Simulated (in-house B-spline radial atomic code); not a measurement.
Solving the quasi-particle equation for 3p of the iron ion Fe⁸⁺

Configuration [Ne] 3s2 3p6, start PBE, empty levels kept to 3240 hartree. Computed with a B-spline radial code for spherical atoms: all electrons, scalar-relativistic (spin-free one-electron X2C), finite nucleus, each spin shell either full or empty, empty states to l = 9 with an (l + 1/2)⁻⁴ tail; G0W0 by contour deformation at full frequency.

At the mean-field level ε = -220.38 eV the matrix elements are Σx = -53.547 eV, v_xc = -39.866 eV and Σc(ε) = -0.889 eV, and the slope of the correlation self-energy is dΣc/dω = -0.0387. The quasi-particle energy solves E = ε + Σx − v_xc + Σc(E).

Problem. What does the linearised equation give?

Solution. Z = 1/(1 − dΣc/dω) = 1/1.0387 = 0.9627. The first-order shift is Σx − v_xc + Σc(ε) = -53.547 − (-39.866) + (-0.889) = -14.570 eV, so E ≈ ε + Z × shift = -220.38 + 0.9627 × (-14.570) = -234.407 eV.

Problem. How does that compare with the full solution and with static screening?

Solution. Solving the equation at full frequency dependence gives E = -234.391 eV, where Σc = -0.330 eV and the weight is 0.960; the linearised value is off by 15 meV. Leaving Z out would give -234.950 eV. Static COHSEX puts -4.926 eV in place of Σc and gives -238.987 eV, 4.60 eV deeper.
